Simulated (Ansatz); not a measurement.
Consider the formal hydrolysis of the Si–Cl bond: `CC(C)O[Si]Cl` + H₂O → `CC(C)O[Si]O` + HCl.

Computed with Ansatz on PBE0-D4/def2-TZVP structures; ΔE is electronic, products minus reactants. CBS: MP2 limit from def2 TZ/QZ plus the TZ coupled-cluster correction, frozen cores. This one scheme is used for every species. DFT in def2-TZVPP. B3LYP here is the variant with VWN-RPA as its local correlation; programs differ in this. HSE06 is defined as in plane-wave codes. One conformer a species, not always the lowest.

| level | ΔE (kJ/mol) | difference from CCSD(T)/CBS |
| --- | --- | --- |
| LDA (SPW92) | -0.3 | -3.0 |
| BLYP-D4 | 5.8 | 3.1 |
| B97M-V | -0.4 | -3.1 |
| PBE0-D4 | 6.9 | 4.2 |
| B3LYP-D4 | 4.0 | 1.3 |
| r2SCANh-D4 | 2.2 | -0.5 |
| r2SCAN0-D4 | 2.3 | -0.4 |
| HSE06-D4 | 7.2 | 4.5 |
| BHLYP-D4 | 1.4 | -1.3 |
| CAM-B3LYP-D4 | -3.9 | -6.6 |
| ωB97X-V | -1.8 | -4.5 |
| ωB97M-V | 1.1 | -1.6 |
| B2PLYP | -1.5 | -4.2 |
| PBE-QIDH | 1.7 | -1.0 |
| PBE | 5.5 | 2.8 |
| revPBE | 6.7 | 4.0 |
| BLYP | -0.2 | -2.9 |
| r2SCAN | 1.3 | -1.4 |
| B3LYP | -1.2 | -3.9 |
| r2SCANh | 1.4 | -1.3 |
| r2SCAN0 | 1.3 | -1.4 |
| HSE06 | 4.5 | 1.8 |
| BHLYP | -3.7 | -6.4 |
| CAM-B3LYP | -7.0 | -9.7 |
| LC-ωPBE | -4.7 | -7.4 |
| RPA@PBE/def2-TZVPP | -5.5 | -8.2 |
| MP2/def2-SVP | -4.7 | -7.4 |
| CCSD/def2-SVP | -5.1 | -7.8 |
| CCSD(T)/def2-SVP | -4.5 | -7.2 |
| HF/def2-TZVPP | -6.4 | -9.1 |
| MP2/def2-TZVPP | 0.6 | -2.1 |
| SCS-MP2/def2-TZVPP | -3.1 | -5.8 |
| CCSD/def2-TZVPP | -5.0 | -7.7 |
| CCSD(T)/def2-TZVPP | -3.2 | -5.9 |
| HF/def2-QZVPP | -7.1 | -9.8 |
| MP2/def2-QZVPP | 3.8 | 1.1 |
| SCS-MP2/def2-QZVPP | 0.0 | -2.7 |
| HF/CBS(def2) | -7.2 | -9.9 |
| MP2/CBS(def2) | 6.5 | 3.8 |
| CCSD/CBS(def2) | 0.9 | -1.8 |
| CCSD(T)/CBS | 2.7 | 0 |

(1) What do rigid-rotor, harmonic-oscillator terms from PBE0-D4/def2-TZVP frequencies (298.15 K, 1 bar) make of the CCSD(T)/CBS value? (Best estimate.)

Largest T1 diagnostic among the species: 0.013.

## Answers

(1) The calculation gave: ΔZPE = -5.8 kJ/mol, ΔH = -4.1 kJ/mol, ΔS = -11 J/(mol·K), ΔG = -0.8 kJ/mol. Modes under 50 cm⁻¹ make the entropy rough.

The D4 term adds +5.1 kJ/mol with B3LYP and +2.8 kJ/mol with PBE0; it sums over pairs of atoms, weighted by their polarisabilities, and B3LYP, whose exchange is more repulsive, gets the larger term. At CCSD(T), def2-SVP lies −7.2 kJ/mol from the extrapolated value and def2-TZVPP −5.9 kJ/mol.

CCSD(T)/CBS has its own doubt, a few kJ/mol and more with outer-core shells, so smaller differences from it don't rank the levels.
